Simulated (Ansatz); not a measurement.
`[NH2][GaH][O][SiH3]` + `[CH3]`• → `[NH2][Ga][O][SiH3]`• + CH₄  (hydrogen abstraction from a Ga–H bond)

Computed with Ansatz on PBE0-D4/def2-TZVP structures; ΔE is electronic, products minus reactants. CBS: MP2 limit from def2 TZ/QZ plus the TZ coupled-cluster correction, frozen cores. This one scheme is used for every species. Functionals use def2-TZVPP. Open shells (•) are unrestricted, without spin–orbit coupling. For Ga outer-core shells are correlated without core-valence functions, which leaves a few kJ/mol of doubt a bond. Scalar relativity is left out up to krypton. Each species was taken in one conformer, which may not be the lowest.

| level | ΔE (eV) |
| --- | --- |
| PBE-D4 | -1.29 |
| CAM-B3LYP-D4 | -1.09 |
| B2PLYP | -1.16 |
| PBE-QIDH | -1.13 |
| PBE | -1.31 |
| revPBE | -1.29 |
| HF/def2-TZVPP | -0.81 |
| SCS-MP2/def2-TZVPP | -1.12 |

Problem. What does CCSD(T)/CBS give? (Best estimate.)

Solution. Computed: -1.05 eV. The listed levels differ from it by -0.24, -0.04, -0.11, -0.08, -0.26, -0.24, 0.24, -0.07 eV.

Problem. What do rigid-rotor, harmonic-oscillator terms from PBE0-D4/def2-TZVP frequencies (298.15 K, 1 bar) make of the CCSD(T)/CBS value? (Best estimate.)

Solution. The calculation gave: ΔZPE = +0.20 eV, ΔH = -0.86 eV, ΔS = -3 J/(mol·K), ΔG = -0.85 eV. Open shells count their whole term as degenerate. Modes under 50 cm⁻¹ make the entropy rough.

Largest T1 diagnostic among the species: 0.016.

From PBE to PBE0 (25 % exact exchange), in def2-TZVPP and without D4, ΔE moves by +0.12 eV. In def2-TZVPP, CCSD(T) changes the Hartree–Fock value by −0.28 eV (the triples alone add −0.05 eV) and MP2 by −0.36 eV. Leaving LDA and LC-ωPBE aside and taking each functional with its dispersion term where it has one, the values, not all of them listed here, spread over 0.26 eV, from PBE-D4 to BHLYP-D4. LDA lies −0.10 eV from PBE without D4.
